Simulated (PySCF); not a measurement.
# Excitation energy of I+ by level of theory

I+ [Kr] 4d10 5s2 5p4 (3P) → I+ [Kr] 4d10 5s1 5p4 6s1 (5P), as a difference of total energies. Computed with PySCF 2.14 in aug-cc-pV5Z-PP with ECP28MDF (8s8p6d4f3g2h, 139 functions), with a scalar-relativistic core potential. Correlated levels: valence: 4s2 4p6 4d10 frozen. The calculations carry no spin-orbit coupling.

| method | excitation energy (eV) |
| --- | --- |
| UHF | 20.073 |
| LDA | 21.185 |
| PBE | 20.836 |
| PBE0 | 20.921 |
| r2SCAN | 20.950 |
| BHandHLYP | 21.200 |
| B2PLYP | 20.914 |
| B3LYP | 21.140 |
| MP2 (valence) | 20.262 |
| SCS-MP2 (valence) | 20.470 |

Question: How much does correlation contribute at MP2 (valence)?

Answer: 20.262 − (20.073) = 0.189 eV, measured against UHF.

The upper state lies above the first ionisation limit, where it may autoionise and the basis confines it. A Rydberg-like electron needs more diffuse functions than a valence basis has.

The promoted electron is Rydberg-like, and one or two diffuse shells describe it only roughly, which tends to raise the upper state.
